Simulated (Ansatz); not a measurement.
C4H9F3Ge⁺, that is Ge(CF3)Me3 with one electron fewer. The state is a doublet with charge 1. Geometry PBE0-D4/def2-SVP, that of the neutral singlet; atoms count from 1.

```xyz
17

Ge    0.052   -0.064   -0.081
C    -0.857    1.039    1.317
F    -2.099    0.593    1.582
F    -0.977    2.326    0.946
F    -0.185    1.030    2.482
C     1.813    0.725   -0.339
H     2.377    0.167   -1.102
H     2.385    0.705    0.600
H     1.721    1.770   -0.669
C    -1.055    0.053   -1.677
H    -0.614   -0.535   -2.496
H    -1.143    1.098   -2.008
H    -2.064   -0.334   -1.474
C     0.147   -1.875    0.625
H    -0.862   -2.263    0.824
H     0.718   -1.892    1.565
H     0.642   -2.544   -0.095
```

Problem. Estimate the Mulliken populations from the PBE0/def2-TZVP orbitals of Ansatz.

Solution. 
```csv
atom,charge (e),spin (α − β)
Ge1,0.16,0.11
C2,0.44,0.24
F3,-0.09,0.05
F4,-0.07,0.08
F5,-0.07,0.08
C6,-0.41,0.05
H7,0.20,0.00
H8,0.20,0.01
H9,0.20,0.01
C10,-0.39,0.16
H11,0.21,0.02
H12,0.20,0.00
H13,0.20,0.01
C14,-0.39,0.16
H15,0.20,0.01
H16,0.20,0.00
H17,0.21,0.02
```
Mulliken values depend strongly on the basis.

Problem. Where does the spin sit?

Solution. Summed by element: Ge 0.11, C 0.60, F 0.22, H 0.07, of 1 unpaired in all. Largest on single atoms: C2 0.24, C14 0.16, C10 0.16.

Problem. And the Mayer bond orders between heavy atoms (over 0.3)?

Solution. Ge1–C2 0.70 (2.00 Å); Ge1–C6 1.02 (1.95 Å); Ge1–C10 0.95 (1.95 Å); Ge1–C14 0.95 (1.95 Å); C2–F3 1.16 (1.35 Å); C2–F4 1.16 (1.35 Å); C2–F5 1.16 (1.35 Å).
